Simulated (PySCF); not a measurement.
Core-level binding energies of `C=C[C@@H]1[GeH2][CH2][C@@H]1CC`

Species: C₇H₁₄Ge.
Geometry (PBE0-D3(BJ)/def2-SVP, Å), atoms numbered from 1 in this order:
```
atom  x, y, z in Å
C1    -1.8660    1.7029   -2.1709
C2    -1.1694    1.3467   -1.0869
C3    -1.3585    0.0957   -0.3100
Ge4   -1.5573    0.4601    1.6459
C5     0.3404   -0.0266    1.4210
C6    -0.0417   -0.6664    0.0610
C7     1.0403   -0.6957   -1.0100
C8     2.2388   -1.5493   -0.6286
H9    -2.6452    1.0566   -2.5881
H10   -1.6875    2.6560   -2.6748
H11   -0.3993    2.0401   -0.7203
H12   -2.1167   -0.5421   -0.7878
H13   -1.9330    1.8858    2.0930
H14   -2.4007   -0.5847    2.4027
H15    0.9556    0.8787    1.2869
H16    0.8396   -0.6835    2.1458
H17   -0.3406   -1.7107    0.2671
H18    1.3684    0.3372   -1.2191
H19    0.5963   -1.0630   -1.9516
H20    3.0031   -1.5504   -1.4204
H21    1.9435   -2.5960   -0.4497
H22    2.7164   -1.1802    0.2929
```

Level of theory: PySCF 2.14.0, delta-SCF UKS SCAN, pcX-2 on the ionised atom, pcseg-1 elsewhere, spin-free X2C. Each binding energy is the total energy of the core-ionised species, with the hole localised on one atom, minus that of the ground state; both are solved self-consistently, so orbital relaxation is included.

Task: List the computed XPS lines with their assignment.

Result: 
| atom(s) | bonded to | level | binding energy (eV) | above the level's lowest (eV) | count |
| --- | --- | --- | --- | --- | --- |
| C1 | C (double bond) and 2 H | C 1s | 289.56 | 0.00 | 1 |
| C5 | C, 2 H and Ge | C 1s | 289.77 | +0.21 | 1 |
| C3 | 2 C, H and Ge | C 1s | 289.86 | +0.30 | 1 |
| C7 | 2 C and 2 H | C 1s | 290.21 | +0.65 | 1 |
| C2 | C (double bond), C and H | C 1s | 290.26 | +0.70 | 1 |
| C6 | 3 C and H | C 1s | 290.35 | +0.79 | 1 |
| C8 | C and 3 H | C 1s | 290.40 | +0.84 | 1 |

Lowest listed C 1s: C1, bonded to C (double bond) and 2 H. Highest, 0.84 eV above it: C8, bonded to C and 3 H. The widest gap between neighbouring values is 0.35 eV, between 289.86 and 290.21 eV. The values 290.35 and 290.40 eV lie too close for their order to be trusted.

Task: Which photon energy gives electrons from C 1s of C1 a kinetic energy of 150 eV, and what is their de Broglie wavelength?

Result: hν = 289.56 + 150 = 439.56 eV, recoil neglected; λ = 12.264 Å/√(E/eV) = 1.00 Å.

Task: What is the longest wavelength that can ionise C 1s of C1 vertically?

Result: λ = hc/E = 12398.42 eV Å / 289.56 eV = 42.818 Å.

The unrestricted hole states depart most from a pure doublet (⟨S²⟩ = 0.75; over 0.85 named) for C 1s of C2 (0.85), which makes this value less certain. No level of germanium is listed. One conformer (not necessarily the lowest) at the PBE0-D3(BJ)/def2-SVP geometry, without solvent, vibrations or thermal averaging.
